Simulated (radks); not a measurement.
Species: the promethium ion Pm13+. Configuration: [Kr] 4d10 5s2. Calculated with a radial shooting solver on a logarithmic mesh with Libxc functionals: Dirac Kohn-Sham, PBE, spin-unpolarised, spherical densities, point nucleus. Some entries of the table are withheld. Estimate them.

orbital  occ.  eigenvalue (hartree)  <r^2> (bohr^2)
1s1/2       2             -1662.610       0.0007316
2s1/2       2             -278.2607         0.01150
2p1/2       2             -263.9830        0.008393
2p3/2       4             -243.4002        0.009641
3s1/2       2             -68.32101         0.07736
3p1/2       2             -62.20846             (1)
3p3/2       4             -58.06571             (2)
3d3/2       4             -47.44851         0.06438
3d5/2       6             -46.55207         0.06641
4s1/2       2             -20.92107          0.3800
4p1/2       2             -18.56188          0.3976
4p3/2       4             -17.59737          0.4316
4d3/2       4                   (3)          0.4760
4d5/2       6                   (4)          0.4876
5s1/2       2              -8.93410           1.538

Answer. 
(1) 3p1/2 <r^2> (bohr^2): 0.07246
(2) 3p3/2 <r^2> (bohr^2): 0.07969
(3) 4d3/2 eigenvalue (hartree): -13.68295
(4) 4d5/2 eigenvalue (hartree): -13.50104
